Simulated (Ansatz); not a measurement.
Total energies of `C=CCCCCCCCCCS` from Ansatz at PBE0-D4/def2-SVP, gas phase (1 Eh = 27.2114 eV = 2625.5 kJ/mol). The reference geometry is relaxed at r2SCAN-D4/def2-SVP.

```tsv
state	geometry	energy (Eh)
charge 0 singlet	reference	-829.51819
charge 1 doublet	reference	-829.20947
charge 1 doublet	relaxed at r2SCAN-D4/def2-SVP	-829.21145
charge -1 doublet	reference	-829.44578
free C atom (triplet)	–	-37.76066
free S atom (triplet)	–	-397.83788
free H atom (doublet)	–	-0.50029
```

(1) Work out the vertical ionisation energy to the doublet.

(2) Work out the vertical electron affinity, to the doublet.

(3) Give the fundamental gap IE − EA, the Mulliken electronegativity (IE + EA)/2 and the hardness (IE − EA)/2.

(4) How much does the charge 1 doublet relax, and what is the adiabatic ionisation energy?

(5) What is the binding energy per atom against free atoms?

(1) E(charge 1 doublet) − E(charge 0 singlet) = -829.20947 − (-829.51819) = 0.30872 Eh = 8.40 eV. For comparison, −ε of the highest occupied level is 6.58 eV at this level, 1.82 eV less.

(2) E(charge 0 singlet) − E(charge -1 doublet) = -829.51819 − (-829.44578) = -0.07241 Eh = -1.97 eV; negative, so the extra electron isn't bound. The basis lacks diffuse functions, which makes affinities too small.

(3) From the values in Eh: IE − EA = 0.30872 − (-0.07241) = 0.38113 Eh = 10.37 eV; (IE + EA)/2 = 3.22 eV; (IE − EA)/2 = 5.19 eV. The HOMO–LUMO gap of the same run is 7.13 eV, 3.24 eV smaller than the fundamental gap.

(4) Relaxation: -829.20947 − (-829.21145) = 0.00198 Eh = 0.05 eV. Adiabatic ionisation energy: 0.30674 Eh = 8.35 eV, without zero-point energy. 

(5) Atoms: 11 × (-37.76066) + 1 × (-397.83788) + 22 × (-0.50029) = -824.21152 Eh. Binding: -824.21152 − (-829.51819) = 5.30667 Eh = 144.40 eV, or 4.25 eV for each of 34 atoms (no zero-point energy, no counterpoise term).

At PBE0-D4/def2-SVP the highest occupied level of the charge -1 doublet lies above zero (up to 3.25 eV). By energy differences it is unbound by 1.97 eV (vertical, against the charge 0 singlet, at PBE0-D4/def2-SVP) and held by the finite basis.
